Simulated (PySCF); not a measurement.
Structure problem from calculated spectra and properties.

Formula: C5H5NOS.

| Item | Value |
| --- | --- |
| 13C NMR | chemical shifts (computed TMS as zero) by class: 184.2 (1 C), 181.5 (1 C), 154.3 (1 C), 152.0 (1 C), 23.1 (1 C) ppm [GIAO PBE0/pcSseg-1] |
| Rotational structure | rotational constants A, B, C: 4.585, 1.236, 0.979 GHz [GFN2-xTB] |
| Dipole | 2.89 D [PBE0/def2-SVPD] |
| UV, first state | lowest singlet excitation: 3.65 eV (340 nm, f = 0.000) [TDDFT PBE0/def2-SVPD] |
| NMR, other nuclei | isotropic shieldings of nuclei other than C and H, by class: -87 (1 N), -320 (1 O), 225 (1 S) ppm [GIAO PBE0/pcSseg-1] |
| UV, strongest line | among the 6 lowest singlet transitions: S3 at 4.85 eV (256 nm, f = 0.268) [TDDFT PBE0/def2-SVPD] |
| Triplet | lowest triplet excitation (Tamm–Dancoff): 3.07 eV [TDA PBE0/def2-SVPD] |
| 1H NMR | chemical shifts (computed TMS as zero) by class: 10.19 (1 H), 7.97 (1 H), 2.98 (3 H) ppm [GIAO PBE0/pcSseg-1] |
| Polarisability | 88.3 au [PBE0/def2-SVPD] |

Electronic properties: PySCF, gas phase, density fitting. Levels stand in brackets. One conformer (not necessarily the lowest) at the GFN2-xTB geometry, without solvent, vibrations or thermal averaging. NMR values are class means; diastereotopic atoms form classes of their own.

Question: Propose a structure and show how it fits.

Answer: Numbering: `[CH3:1][c:2]1[n:3][cH:4][c:5]([CH:6]=[O:7])[s:8]1`. Its formula, C5H5NOS, gives 4 degrees of unsaturation: 1 ring and 3 π bonds in the structure found (Kekulé form). 5 carbons fall into 5 classes; from least to most shielded: aldehyde carbon [C6] (184.2 ppm), substituted aromatic carbon [C2] (181.5 ppm), aromatic CH next to a ring nitrogen [C4] (154.3 ppm), substituted aromatic carbon [C5] (152.0 ppm), benzylic-type carbon [C1] (23.1 ppm). Hydrogen classes from least to most shielded: 1 H on an aldehyde carbon, C6 (10.19 ppm), 1 H on an aromatic CH next to a ring nitrogen, C4 (7.97 ppm), 3 H on a benzylic-type carbon, C1 (2.98 ppm). The other shieldings belong to: -87 ppm, pyridine-type nitrogen [N3]; -320 ppm, aldehyde oxygen [O7]; 225 ppm, thiophene-type sulfur [S8]. S1 is mainly HOMO−1→LUMO (weight 0.94); the largest Löwdin shares of the orbital it empties are 0.55 on the aldehyde oxygen, 0.13 on the aldehyde carbon, 0.11 on the pyridine-type nitrogen and 0.07 on a substituted aromatic carbon, of the orbital it fills 0.17 on the aldehyde carbon, 0.17 on the aldehyde oxygen, 0.15 on a substituted aromatic carbon and 0.15 on the aromatic CH next to a ring nitrogen. The optimised geometry has point group Cs and is an asymmetric top. Structure: `Cc1ncc(C=O)s1`. Computed isomers that give other values at the same levels: `N#C[C@H]1SCCC1=O` (13C chemical shifts (computed TMS as zero) by class: 208.8 (1 C), 119.6 (1 C), 41.5 (1 C), 40.4 (1 C), 32.2 (1 C) ppm). The assignments are read from this structure; whether some other isomer fits the data as well wasn't checked.

The values belong to the conformer `[CH3:1][c:2]1[n:3][cH:4][c:5]([CH:6]=[O:7])[s:8]1`: C4–C5–C6–O7 180°.
